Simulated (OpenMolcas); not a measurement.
Au4+ among 6 point charges of -0.5 e arranged as an octahedron (Oh), 1.93 Å from the ion.
```
   1.9300    0.0000    0.0000  -0.50
   0.0000    1.9300    0.0000  -0.50
  -1.9300    0.0000    0.0000  -0.50
   0.0000   -1.9300    0.0000  -0.50
   0.0000    0.0000    1.9300  -0.50
   0.0000    0.0000   -1.9300  -0.50
```

* Program: OpenMolcas
* Method: CASSCF
* Basis: ANO-RCC-VTZP [8s7p5d3f1g]
* Scalar Hamiltonian: DKH2, point nucleus
* Active space: 7 electrons in 5 orbitals (5d)
* State averaging: 2S+1 = 4 even, 10 roots; 2S+1 = 2 even, 40 roots
* Spin-orbit coupling: RASSI with atomic mean-field integrals over the reference wave functions

Task: What is the spin-free ground state (labels of O, the rotations of Oh)?

Result: 4T1, 3-fold in its orbital part, 100 % from free-ion F terms; it has the highest spin that d7 allows.

Task: Where is the first state of the same spin?

Result: 4T2 at 1870 cm-1 above the ground state.

Task: What are the lowest two levels with spin-orbit coupling?

Result: A 2-fold level Γ6 with g = 4.84, 4.84, 4.84, then a 4-fold level Γ8 398.6 cm-1 above it. Their leading multiplicities are 4 (86 %) and 4 (85 %).

Task: What is χT at 300 K?

Result: 4.39 cm3 K/mol.

Task: Which ligand-field parameters describe the states?

Result: A least-squares ligand-field fit to the states below 45000 cm-1, each weighted by its degeneracy and with a free common offset, gives 10Dq = 2235 cm-1, B = 969 cm-1 and C = 4015 cm-1 (C/B = 4.14), with an rms deviation of 31 cm-1. 

An orbital triplet at a regular site is open to Jahn-Teller coupling, which can distort the site and quench the lowest spin-orbit gaps and is left out. Without dynamic correlation the repulsion within the d shell is too large (B by tens of per cent), so at a given field states of lower spin stand too high. Point charges give a weaker field than real ligands, and real ions of this kind are as a rule low spin; the high spin found here belongs to the model. This field is weak: 10Dq is about 2235 cm-1, while octahedral complexes of 5d ions of charge 3 and more, computed by the same method with explicit ligands, had a median near 35000 cm-1. Ground spin and moment need not be those of a real site. The ground term spreads over less than 5000 cm-1, several times less than with real ligands, so orbital moments are less quenched and χT lies further from the spin-only value than at real sites. Point charges carry no covalency, so the field is a model and not that of real ligands. No measured value stands beside these numbers.
